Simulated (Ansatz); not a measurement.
Z-matrix (Å, degrees):
```
Ge
Si 1 2.382
Si 1 2.393 2 113.9
O 1 1.799 2 104.2 3 119.1
H 1 1.550 2 111.2 3 -124.2
H 2 1.488 1 108.5 3 61.2
H 2 1.486 1 109.7 3 -57.7
H 2 1.485 1 110.8 3 -178.9
H 3 1.489 1 110.0 2 171.3
H 3 1.488 1 110.0 2 -68.8
H 3 1.486 1 110.1 2 51.3
H 4 0.960 1 112.2 2 174.3
```

The species carries charge 0 and has multiplicity 1.

**Question.** List the r2SCAN/def2-TZVPP orbital energies in eV (Ansatz). (An estimate is asked.)

**Answer.** Computed: Occupied: -10834.40, -1791.07, -1791.07, -1349.48, -1199.53, -1199.53, -1199.52, -515.57, -167.68, -141.57, -141.56, -117.40, -117.36, -117.35, -96.43, -96.42, -96.41, -96.41, -96.41, -96.41, -30.82, -30.64, -30.63, -30.59, -30.59, -25.57, -15.08, -13.82, -12.99, -11.43, -9.27, -9.20, -8.97, -8.95, -8.55, -8.39, -7.35, -6.65. Lowest empty: -1.26, -0.53, -0.28, 0.07, 0.76, 0.96, 1.19, 1.38.
